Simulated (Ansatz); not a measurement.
CH₆OSe₂Si (SMILES CO[SiH]([SeH])[SeH]), singlet, geometry from GFN2-xTB; PBE/pcseg-1 (Ansatz, a program for electronic structure).

Ansatz was given this input:
Ansatz 0.2 input:
```yaml
crystal:
  periodic: [false, false, false]
  atoms:
    - {symbol: Si, position_ang: [-0.26961486, -0.07747678, -0.63528575]}
    - {symbol: Se, position_ang: [0.30411270, -1.78857456, 0.78340811]}
    - {symbol: Se, position_ang: [0.95726020, 1.82404159, -0.44139144]}
    - {symbol: O, position_ang: [-1.74560910, 0.43275954, -0.23938934]}
    - {symbol: C, position_ang: [-2.85194215, -0.37693700, 0.02561303]}
    - {symbol: H, position_ang: [-0.19186259, -0.57753495, -2.00534633]}
    - {symbol: H, position_ang: [1.71861222, -1.60699716, 0.68110200]}
    - {symbol: H, position_ang: [-0.12336485, 2.61676742, 0.05544299]}
    - {symbol: H, position_ang: [-3.27547076, -0.75465337, -0.90650628]}
    - {symbol: H, position_ang: [-2.56955428, -1.22612340, 0.65550947]}
    - {symbol: H, position_ang: [-3.59390461, 0.22688296, 0.54666845]}
basis:
  gaussian:
    orbitals: pcseg-1.json
hamiltonian:
  xc: pbe
```
The basis file holds pcseg-1 in the JSON format of the Basis Set Exchange.

The log (banner, timings and long lists left out):

```
Functional definition: PBE
1479 factors; their error is unknown
mean field evaluation 1: about -141710.7211 eV, gradient 5.7e1 eV
mean field evaluation 2: about -141671.9419 eV, gradient 1.5e2 eV
mean field evaluation 4: about -141717.6983 eV, gradient 1.1e1 eV
mean field evaluation 8: about -141717.9218 eV, gradient 1.7e-1 eV
mean field evaluation 16: about -141717.8396 eV, gradient 2.9e-4 eV
mean field -141717.83956173 eV, -5208.0345440919 hartree, gradient 7.5e-5 eV, S^2 0.000000; 0 other end points of the search recorded, 0 dependent functions left out
reference -141717.83960193 eV, -5208.0345455691 hartree; 51, 51 occupied and 79, 79 virtual orbitals, 1479 factors
Total energy: -141717.83960193 eV, -5208.0345455691 hartree
```
